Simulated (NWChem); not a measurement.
# BeNH3; SMILES [BeH][NH2]

```xyz
5

Be    -0.0010    -0.9433     0.0000
H     -0.0037    -2.2789     0.0000
N     -0.0002     0.5607     0.0000
H     -0.0002     1.1528    -0.8246
H     -0.0002     1.1528     0.8246
```
Atoms are numbered in this order, from 1.

The geometry was optimised at PBE0/def2-SVP.

 Unshifted, non-relativistic core excitations; the lowest 4 roots alone, so stronger bands may lie above.

List the first N K-edge excitations from PBE0/def2-TZVP, restricted-window TDA (NWChem).


```json
[
 {"state": "S1", "energy (eV)": "388.7", "dipole oscillator strength": "0.0003", "leading excitation (squared amplitude)": "1s of atom 3 or its equivalents → LUMO (0.99)"},
 {"state": "S2", "energy (eV)": "389.1", "dipole oscillator strength": "0.0012", "leading excitation (squared amplitude)": "1s of atom 3 or its equivalents → LUMO+1 (0.96)"},
 {"state": "S3", "energy (eV)": "389.3", "dipole oscillator strength": "0.0158", "leading excitation (squared amplitude)": "1s of atom 3 or its equivalents → LUMO+2 (0.99)"},
 {"state": "S4", "energy (eV)": "390.9", "dipole oscillator strength": "0.0271", "leading excitation (squared amplitude)": "1s of atom 3 or its equivalents → LUMO+4 (0.98)"}
]
```
